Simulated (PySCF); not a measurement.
# Vibration and rotation of NiBr⁺

r²SCAN0 constants of NiBr⁺, triplet, unpaired electrons π ↑, δ ↑, a mixture of terms (⟨Lz²⟩ = 3.6) (Ni def2-TZVPPD, Br def2-TZVPPD; no relativity (PySCF 2.14); masses 57.9353 and 78.9183 u):

```
ωe   : 369.8 cm⁻¹
ωexe : 1.12 cm⁻¹
Be   : 0.10763 cm⁻¹
αe   : 0.000387 cm⁻¹
```

Q: What force constant and bond length do these constants imply?

A: Reduced mass μred = 33.409 u; k = 5.8918×10⁻⁷·μred·ωe² (u, cm⁻¹, mdyn/Å) = 2.69 mdyn/Å; Re = √(16.8576/(μred·Be)) (u, cm⁻¹, Å) = 2.165 Å.

Q: Estimate the centrifugal constant D from the Kratzer relation and find the Dunham coefficient a1.

A: D = 4Be³/ωe² = 3.65e-08 cm⁻¹; a1 = −1 − αeωe/(6Be²) = -3.06.

De is left out where the level can put another filling of the metal’s s and d shells below the measured ground configuration, by anything from nothing to about 1 eV. Spin–orbit coupling is left out. With d or f electrons several states lie close, and the lowest PBE0 determinant need not be the measured ground state.
